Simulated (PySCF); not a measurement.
Species: C₂H₁₀Ge₂.
Structure used (PBE0-D3(BJ)/def2-SVP), in Å, numbered top down from 1:
```xyz
14
C2H10Ge2 angstrom
C     -1.5084   -1.2161   -0.0520
Ge    -0.1830    0.1336   -0.5589
C     -0.5637    1.8189    0.3637
Ge     2.0459   -0.6408    0.0300
H     -1.3342   -2.1603   -0.5878
H     -2.5224   -0.8613   -0.2907
H     -1.4529   -1.4140    1.0286
H     -0.2515    0.3644   -2.0870
H     -1.5766    2.1718    0.1186
H      0.1587    2.5932    0.0676
H     -0.4945    1.6804    1.4528
H      2.8574   -1.0772   -1.2068
H      1.9573   -1.8526    0.9833
H      2.8474    0.4625    0.7527
```

Computed with PySCF 2.14.0, PBE0-D3(BJ)/def2-SVP geometry optimisation, gas phase.

Masses are those of the commonest isotopes; rigid-rotor values at the optimised geometry. 

(1) Give the principal moments of inertia and the rotational constants in GHz.

(2) What kind of rotor is it?

(3) Is it planar, by Δ = Ic − Ia − Ib?

(4) Give the other two planar moments, Paa and Pbb, and the rms extents of the mass along the axes.

(5) Predict some low-J microwave lines.

Answers

(1) Ia = 112.72, Ib = 358.06, Ic = 421.46 u·Å²; 505379 MHz·u·Å²/I gives 4483, 1411 and 1199 MHz, that is A = 4.4834, B = 1.4114, C = 1.1991 GHz.

(2) An asymmetric top. Ray's parameter κ = (2B − A − C)/(A − C) = -0.871; −1 is the prolate and +1 the oblate limit.

(3) Not planar: Δ = Ic − Ia − Ib = -49.32 u·Å². For a rigid frame Δ = −2 Σ m c², so Σ m c² = 24.66 u·Å² lies off the ab plane: 11.91 from hydrogen and 12.75 from heavier atoms. The atom farthest from that plane is 1.80 Å away.

(4) Paa = Σ m a² = (Ib + Ic − Ia)/2 = 333.40 and Pbb = Σ m b² = (Ia + Ic − Ib)/2 = 88.06 u·Å². With the mass M = 181.92 u, the rms extents √(P/M) along a, b and c are 1.35, 0.70, 0.37 Å.

(5) The dipole components are |μa| = 1.02 D, |μb| = 0.01 D, |μc| = 0.42 D. The squared components, which scale the intensities, stand as 1.00 : 0.00 : 0.17 (a : b : c). Some lines, for components of 0.1 D or more:

```tsv
type	branch	J(Ka,Kc)	MHz	lower level (cm⁻¹)
a	Q	2(1,1) ← 2(1,2)	637	0.357
a	R	1(0,1) ← 0(0,0)	2611	0.000
c	Q	2(1,2) ← 2(0,2)	2870	0.261
c	Q	1(1,1) ← 1(0,1)	3072	0.087
a	R	2(1,2) ← 1(1,1)	5009	0.190
a	R	2(0,2) ← 1(0,1)	5210	0.087
a	R	2(1,1) ← 1(1,0)	5433	0.197
c	R	1(1,0) ← 0(0,0)	5895	0.000
c	R	2(1,1) ← 1(0,1)	8718	0.087
c	Q	2(2,1) ← 2(1,1)	9216	0.378
c	R	2(2,0) ← 1(1,0)	14660	0.197
c	R	2(2,1) ← 1(1,1)	14862	0.190
```

PBE0-D3(BJ)/def2-SVP frequencies: not computed here. These are rigid-rotor constants of the computed structure; measured ground-state constants (B0) also hold zero-point vibration. A rigid rotor knows nothing of internal rotation, which can split or shift real lines.
